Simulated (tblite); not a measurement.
C6H10GeOS.
Numbering: `[CH3:1][O:2][C:3]1=[CH:4][GeH2:5][C:6]([S:7][CH3:8])=[CH:9]1` (hydrogens: H10, H11, H12 on C1; H13 on C4; H14, H15 on Ge5; H16, H17, H18 on C8; H19 on C9)

Computed with GFN2-xTB (tblite), gas phase: L-BFGS steps from a force-field or distance-geometry start until the largest atomic force falls under 0.01 eV/Å.

The end geometry, which sets the zero of energy:
```
atom  x, y, z in Å
C1     -3.6339    0.5460    0.1125
O2     -2.4729    0.7257    0.8846
C3     -1.3047    0.2783    0.3715
C4     -1.1047   -0.3367   -0.8151
Ge5     0.7706   -0.7394   -0.9834
C6      1.0466    0.1233    0.7672
S7      2.5154    0.3272    1.6740
C8      3.7347   -0.2079    0.4399
C9     -0.1507    0.5201    1.2302
H10    -4.4532    0.9638    0.6950
H11    -3.5581    1.0734   -0.8443
H12    -3.8237   -0.5157   -0.0772
H13    -1.8898   -0.5472   -1.5173
H14     1.1663   -2.1924   -0.9707
H15     1.5342   -0.0941   -2.1093
H16     4.7091   -0.1553    0.9149
H17     3.5186   -1.2302    0.1373
H18     3.6991    0.4623   -0.4157
H19    -0.3128    1.0079    2.1783
```

**Question.** These geometries come from the run, each turned onto the end geometry. Order them by energy, lowest first.
A.
```
atom  x, y, z in Å
C1     -3.6454    0.5468    0.1284
O2     -2.4656    0.7608    0.8606
C3     -1.3110    0.2798    0.3481
C4     -1.1354   -0.3902   -0.8120
Ge5     0.7354   -0.8151   -0.9968
C6      1.0467    0.1169    0.7145
S7      2.4956    0.2883    1.6636
C8      3.7922   -0.1234    0.4594
C9     -0.1413    0.5431    1.1776
H10    -4.4400    1.0276    0.6948
H11    -3.5903    0.9950   -0.8698
H12    -3.8609   -0.5225    0.0318
H13    -1.9330   -0.6302   -1.4911
H14     1.1139   -2.2672   -0.8940
H15     1.4773   -0.2308   -2.1687
H16     4.5942   -0.6112    1.0057
H17     3.3892   -0.7964   -0.2932
H18     4.1539    0.7897   -0.0056
H19    -0.2854    1.0481    2.1190
```
B.
```
atom  x, y, z in Å
C1     -3.6693    0.6595    0.0096
O2     -2.6531    0.3946    0.9705
C3     -1.4023    0.0691    0.5070
C4     -1.1714   -0.6332   -0.6178
Ge5     0.7122   -0.8362   -0.8789
C6      1.0081    0.1831    0.7591
S7      2.5861    0.5889    1.4335
C8      3.9180   -0.1173    0.3479
C9     -0.1963    0.5139    1.2655
H10    -4.5837    0.8952    0.5623
H11    -3.3664    1.4927   -0.6439
H12    -3.8951   -0.1982   -0.6240
H13    -1.9695   -1.0188   -1.2290
H14     1.1862   -2.2589   -0.7527
H15     1.2108   -0.0734   -2.0774
H16     4.5868   -0.7132    0.9652
H17     3.4949   -0.7349   -0.4370
H18     4.5015    0.7031   -0.0651
H19    -0.3073    1.0931    2.1776
```
C.
```
atom  x, y, z in Å
C1     -3.5986    0.6642    0.0793
O2     -2.5092    0.5672    0.9617
C3     -1.3483    0.0946    0.4504
C4     -1.1644   -0.6292   -0.6757
Ge5     0.7252   -0.8855   -0.9482
C6      1.0243    0.1380    0.7212
S7      2.4991    0.6032    1.5221
C8      3.7766   -0.0773    0.4117
C9     -0.1760    0.4754    1.2238
H10    -4.4734    0.9276    0.6690
H11    -3.4148    1.4482   -0.6628
H12    -3.7891   -0.2735   -0.4450
H13    -1.9625   -0.9697   -1.3076
H14     1.3014   -2.2820   -0.9149
H15     1.3247   -0.2015   -2.1536
H16     4.4527   -0.6932    1.0007
H17     3.3014   -0.6808   -0.3608
H18     4.3374    0.7447   -0.0294
H19    -0.3163    1.0387    2.1303
```
D.
```
atom  x, y, z in Å
C1     -3.6350    0.5360    0.1203
O2     -2.4670    0.7838    0.8598
C3     -1.3046    0.3039    0.3602
C4     -1.1170   -0.3636   -0.8000
Ge5     0.7564   -0.7961   -0.9710
C6      1.0443    0.0986    0.7637
S7      2.5052    0.2411    1.7002
C8      3.7482   -0.1711    0.4448
C9     -0.1407    0.5566    1.2040
H10    -4.4580    0.9774    0.6777
H11    -3.5855    1.0071   -0.8666
H12    -3.8101   -0.5398   -0.0021
H13    -1.9009   -0.5703   -1.5062
H14     1.1642   -2.2458   -0.9641
H15     1.4850   -0.1516   -2.1138
H16     4.6664   -0.3927    0.9826
H17     3.4326   -1.0430   -0.1283
H18     3.8846    0.6829   -0.2150
H19    -0.2781    1.0958    2.1262
```
E.
```
atom  x, y, z in Å
C1     -3.6287    0.5480    0.1077
O2     -2.4638    0.7671    0.8627
C3     -1.3002    0.2962    0.3619
C4     -1.1105   -0.3657   -0.8009
Ge5     0.7652   -0.7665   -0.9685
C6      1.0440    0.1018    0.7789
S7      2.5104    0.2540    1.7025
C8      3.7308   -0.1956    0.4355
C9     -0.1446    0.5493    1.2161
H10    -4.4500    0.9526    0.6965
H11    -3.5804    1.0650   -0.8571
H12    -3.7879   -0.5212   -0.0680
H13    -1.9014   -0.5961   -1.4905
H14     1.1769   -2.2149   -0.9739
H15     1.5236   -0.0863   -2.0784
H16     4.6993   -0.2458    0.9238
H17     3.4691   -1.1655    0.0178
H18     3.7420    0.5650   -0.3420
H19    -0.3037    1.0676    2.1483
```

**Answer.** E (0.007 eV), D (0.020 eV), A (0.040 eV), C (0.136 eV), B (0.408 eV).

In the order of the answer:

| step | E above end (eV) | largest force (eV/Å) | rms force component (eV/Å) | rms distance from end (Å) | rms bond change (Å) | bond most changed (Å) |
| --- | --- | --- | --- | --- | --- | --- |
| 78 | 0.007 | 0.06 | 0.015 | 0.061 | 0.000 | C6–S7 +0.001 |
| 68 | 0.020 | 0.15 | 0.045 | 0.137 | 0.002 | Ge5–H15 -0.005 |
| 49 | 0.040 | 0.10 | 0.026 | 0.253 | 0.001 | C6–S7 +0.002 |
| 16 | 0.136 | 0.16 | 0.056 | 0.374 | 0.004 | Ge5–C6 +0.010 |
| 3 | 0.408 | 0.47 | 0.167 | 0.429 | 0.016 | S7–C8 +0.042 |

The cost below is that of the whole relaxation. On an Arm Neoverse N1 with one thread, no GPU, shared host, this took 1.5 s.
